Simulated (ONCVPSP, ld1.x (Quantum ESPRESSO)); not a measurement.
**Pseudopotentials across the periodic table**

Generated with ld1.x 7.5 (TM, RRKJ, ultrasoft, PAW), atompaw 4.2 or ONCVPSP 4.0.1. The cutoff is in Ry: for ld1.x and atompaw files where the sum of valence levels is converged to 10 mRy in a Bessel basis, for ONCV files where the hardest occupied wave has 1 mHa per electron of residual kinetic energy. The error is the largest all-electron minus pseudo excitation energy over each file’s own four to seven test configurations (ionisations up to +4, promotions, holes and added fractions of an electron), all of which were solved. The labels leave out finer settings (local radius, basis sizes, second energies), which also bear on the numbers. Spin-polarised tests are not counted. The rows are a selection from randomly drawn settings: files with unsolved tests, undetermined cutoffs or missed reference levels are left out.

A true bound ghost makes a file unfit for plane-wave use even where its test errors are small: the radial tests pick states by their node count and pass the ghost by.

```csv
element,potential,cutoff (Ry),largest error (meV),bound ghosts
Br,"ONCV, PBEsol, scalar-relativistic, rc 0.95/0.80/1.15 (spd), local smoothed, core correction no, reference 3s2 3p6 3d10 4s2 4p4.5, qcut 16.6/21.9/14.7, projectors 2/3/3",173,-1.9,none
Sr,"TM, PBE, scalar-relativistic, rc 3.75/1.35/3.80 (spd), local s, core correction no, reference 4p6 4d0 5s2 5p0",45,-728,none
La,"ONCV, PBE, fully relativistic, rc 2.70/2.65/1.40/2.55 (spdf), local smoothed, core correction no, reference 4d10 5s2 5p6 5d1 6s2, qcut 3.4/4.4/11.3/4.6, projectors 2/3/2/2",102,-3.8,s
```

Q: Fill in the row for Mo: ONCV, PBE, scalar-relativistic, rc 1.60/1.40/2.55 (spd), local smoothed, core correction yes, reference 4s2 4p6 4d3, qcut 7.5/6.7/5.6, projectors 3/3/1.

A: cutoff 48 Ry, largest error +73 meV, bound ghosts: none.

Q: Fill in the row for Tl: TM semilocal, PBE, scalar-relativistic, rc 1.70/2.70/1.40 (spd), local s, core correction yes, reference 5d10 6s2 6p1.

A: cutoff 55 Ry, largest error -63 meV, bound ghosts: none.
